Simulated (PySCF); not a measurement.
# How the method changes the constants of BeCl

State: ²Σ⁺ (doublet), unpaired electrons σ ↑. Set-up: Be def2-SVP, Cl def2-SVP; no relativity (PySCF 2.14). De refers to Be + Cl in their high-spin ground configurations, without counterpoise correction. The functionals are run spin-unrestricted. A positive dipole means Be(−)Cl(+).

```json
{"Level": "UHF", "Re (Å)": "1.850", "ωe (cm⁻¹)": "817", "De (eV)": "3.51", "μ (D)": "-1.34", "CPU s a point (SCF and correlation, without the integrals)": "0.031"}
{"Level": "UHF-MP2", "Re (Å)": "1.844", "ωe (cm⁻¹)": "821", "De (eV)": "3.90", "μ (D)": "n/a", "CPU s a point (SCF and correlation, without the integrals)": "0.044"}
{"Level": "UHF-SCS-MP2", "Re (Å)": "1.846", "ωe (cm⁻¹)": "816", "De (eV)": "3.68", "μ (D)": "n/a", "CPU s a point (SCF and correlation, without the integrals)": "n/a"}
{"Level": "UHF-CCSD", "Re (Å)": "1.846", "ωe (cm⁻¹)": "815", "De (eV)": "3.22", "μ (D)": "n/a", "CPU s a point (SCF and correlation, without the integrals)": "n/a"}
{"Level": "UHF-CCSD(T)", "Re (Å)": "1.848", "ωe (cm⁻¹)": "811", "De (eV)": "3.28", "μ (D)": "n/a", "CPU s a point (SCF and correlation, without the integrals)": "0.34"}
{"Level": "PBE", "Re (Å)": "1.844", "ωe (cm⁻¹)": "797", "De (eV)": "4.26", "μ (D)": "-0.67", "CPU s a point (SCF and correlation, without the integrals)": "0.24"}
{"Level": "BLYP", "Re (Å)": "1.846", "ωe (cm⁻¹)": "792", "De (eV)": "4.04", "μ (D)": "-0.64", "CPU s a point (SCF and correlation, without the integrals)": "0.19"}
{"Level": "r²SCAN", "Re (Å)": "1.845", "ωe (cm⁻¹)": "803", "De (eV)": "4.40", "μ (D)": "-0.92", "CPU s a point (SCF and correlation, without the integrals)": "0.35"}
{"Level": "PBE0", "Re (Å)": "1.838", "ωe (cm⁻¹)": "812", "De (eV)": "4.17", "μ (D)": "-0.89", "CPU s a point (SCF and correlation, without the integrals)": "0.36"}
{"Level": "MN15", "Re (Å)": "1.827", "ωe (cm⁻¹)": "824", "De (eV)": "4.17", "μ (D)": "-1.01", "CPU s a point (SCF and correlation, without the integrals)": "0.38"}
{"Level": "LC-ωPBE", "Re (Å)": "1.831", "ωe (cm⁻¹)": "826", "De (eV)": "4.08", "μ (D)": "-1.01", "CPU s a point (SCF and correlation, without the integrals)": "0.35"}
{"Level": "B2PLYP", "Re (Å)": "1.839", "ωe (cm⁻¹)": "815", "De (eV)": "3.92", "μ (D)": "-1.04", "CPU s a point (SCF and correlation, without the integrals)": "0.22"}
```

(1) Which functional lies closest to UHF-CCSD(T) in De, which farthest, and by how much do they differ from it?

(2) What does a quarter of exact exchange do here, going from PBE to PBE0?

(3) What does the triples do here, going from UHF-CCSD to UHF-CCSD(T)?

Correlated steps freeze 5 core orbitals. Correlated levels converge slowly with the basis: in double zeta they bind strong bonds too weakly, by up to about 1 eV, and carry superposition errors of some tenths. B2PLYP dipoles, levels and charges come from its SCF part alone. The state was picked by a PBE0 search and need not be the measured ground state.

The whole job (state search and all levels along the bond) took about 0.58 min on 1 thread of Arm Neoverse V1 (shared host), peak memory 0.34 GiB.

Results:

(1) Closest is B2PLYP (-0.9 pm in Re, +0.5 % in ωe, +0.64 eV in De against UHF-CCSD(T) in the same basis), farthest r²SCAN (-0.3 pm in Re, -1.0 % in ωe, +1.12 eV in De). CCSD(T) converges more slowly with the basis than the functionals do and binds too weakly in this one, so the order can change at the basis-set limit.

(2) PBE0 less PBE: -0.6 pm in Re, +1.9 % in ωe, -0.09 eV in De. Exact exchange removes part of the self-interaction that spreads semilocal densities, and in most molecules shortens and stiffens the bond and lowers De; so it does here.

(3) UHF-CCSD(T) less UHF-CCSD: +0.2 pm in Re, -0.5 % in ωe, +0.06 eV in De. Correlation nearly always deepens the well. The bond lengthens, as in strong covalent bonds, where excitations into antibonding orbitals dominate.
